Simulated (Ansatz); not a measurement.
GaH2(SiH3) (GaSiH₅). The state is a singlet with charge 0. Geometry B3LYP-D4/def2-TZVP, basis def2-TZVP, Ansatz.

```csv
atom,x (Å),y (Å),z (Å)
Ga1,0.5101,-1.2606,0.2484
H2,-0.4444,-2.4719,0.5688
H3,2.0598,-1.5381,0.2002
Si4,-0.3821,0.9546,-0.1709
H5,0.5730,2.0224,0.2189
H6,-1.6549,1.1849,0.5581
H7,-0.6615,1.1088,-1.6235
```

```tsv
run	HOMO (eV)	LUMO (eV)
A	-6.82	-2.71
B	-6.66	-3.18
C	-7.79	-2.02
D	-6.93	-2.95
E	-7.63	-2.14
F	-7.43	-2.40
```

B3LYP takes the VWN-RPA correlation.

Task: The runs used B3LYP, B97M-V, LDA (SPW92), PBE0, r2SCAN, r2SCAN0. Estimate which is which.

Result: A r2SCAN (0 % exact exchange); B LDA (SPW92) (0 % exact exchange); C r2SCAN0 (25 % exact exchange); D B97M-V (0 % exact exchange); E PBE0 (25 % exact exchange); F B3LYP (20 % exact exchange). Exact exchange lowers occupied and raises empty levels; among semilocal functionals meta-GGAs tend to open the gap a little, and such runs are hard to tell apart. The gap grows from 3.48 eV (LDA (SPW92)) to 5.78 eV (r2SCAN0).
